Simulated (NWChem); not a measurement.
Molecule: BN₂H₄Cl; SMILES NB(N)Cl

```xyz
8

B      0.0000     0.0000     0.4472
Cl     0.0000     0.0000    -1.3584
N      0.0000    -1.2544     1.1039
H      0.0000    -1.3655     2.1161
H      0.0000    -2.1293     0.5851
N      0.0000     1.2544     1.1039
H      0.0000     1.3655     2.1161
H      0.0000     2.1293     0.5851
```
Atoms are numbered in this order, from 1.

Computed with NWChem. Pople sets run with spherical d functions. Structure relaxed at the PBE-D3(BJ)/def2-SVP level. Vertical excitations in the gas phase; the lowest state need not have the same character in each row.

Task: Order these by “lowest excitation, singlet (eV)”, lowest first: B3LYP/6-31+G*, TDA; LDA (Slater exchange, VWN5)/6-31+G*, TDA; PBE/6-31+G*, TDA; PBE0/6-31+G*, TDA.

Result: PBE/6-31+G*, TDA (5.20), LDA (Slater exchange, VWN5)/6-31+G*, TDA (5.33), B3LYP/6-31+G*, TDA (5.66), PBE0/6-31+G*, TDA (5.93)
